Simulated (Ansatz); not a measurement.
Geometry optimisation, RKS r2SCAN-D4/def2-SVP (Ansatz).

Input:

```yaml
crystal:
  periodic: [false, false, false]
  atoms:
    - { symbol: C, position_ang: [-1.7154, 0.9962, 0.4753] }
    - { symbol: C, position_ang: [-0.314, 0.7165, 0.468] }
    - { symbol: C, position_ang: [0.7705, -0.11968, 0.0928] }
    - { symbol: C, position_ang: [1.07685, 1.04271, 0.78952] }
    - { symbol: Sn, position_ang: [1.76412, 2.63633, -0.50372] }
    - { symbol: H, position_ang: [-1.9289, 2.0316, 0.9655] }
    - { symbol: H, position_ang: [-2.0992, 1.1013, -0.5796] }
    - { symbol: H, position_ang: [-2.2809, 0.2639, 0.9963] }
    - { symbol: H, position_ang: [1.17224, -1.08659, -0.38126] }
    - { symbol: H, position_ang: [1.28713, 0.93664, 1.8242] }
    - { symbol: H, position_ang: [1.29735, 4.16047, 0.14555] }
    - { symbol: H, position_ang: [1.07119, 2.41825, -2.10056] }
    - { symbol: H, position_ang: [3.4493, 2.51214, -0.58757] }
basis:
  gaussian: { orbitals: def2-SVP }
hamiltonian:
  xc: r2scan
  dispersion: d4
relax:
  f_tol: 0.015
  max_steps: 40
output:
  orbitals: {}
```

Launched with:

```bash
$ ansatz run input.yaml --threads 2 --pin off --max-ram 3072MiB --backend cpu --events-out ev --progress --plain --runs-dir out
```

Task: Where does it end, and by what steps?

Result: The run converged. After 23 steps the energy has fallen by 1.350 eV; H6 moved furthest, 0.98 Å.

```csv
step,energy less start (eV),largest force component (eV/Å),accepted
0,0.0000,5.365,yes
1,-1.1260,1.875,yes
2,-1.2617,0.525,yes
3,-1.2771,0.237,yes
4,-1.2827,0.126,yes
5,-1.2877,0.061,yes
6,-1.2200,0.988,no
7,-1.2942,0.060,yes
8,-1.3004,0.211,yes
9,-1.2970,0.569,no
10,-1.3091,0.093,yes
11,-1.3169,0.083,yes
12,-1.3267,0.184,yes
13,-1.3260,0.493,no
14,-1.3355,0.089,yes
15,-1.3411,0.106,yes
16,-1.3430,0.254,yes
17,-1.3395,0.236,no
18,-1.3489,0.041,yes
19,-1.3482,0.206,no
20,-1.3497,0.018,yes
21,-1.3499,0.027,yes
22,-1.3501,0.018,yes
23,-1.3501,0.007,yes
```

```xyz
13
Properties=species:S:1:pos:R:3
C -1.791 0.908 0.486
C -0.356 0.591 0.481
C 0.655 -0.200 0.269
C 1.006 1.194 0.737
Sn 1.868 2.675 -0.602
H -2.115 1.225 1.492
H -1.993 1.757 -0.189
H -2.403 0.051 0.169
H 1.058 -1.160 -0.047
H 1.325 1.327 1.789
H 1.541 4.285 -0.087
H 1.181 2.448 -2.164
H 3.575 2.508 -0.729
```

Time of the run: 2.1 min on 2 threads of Arm Neoverse V1, with other jobs on the host, peak memory 0.19 GiB.
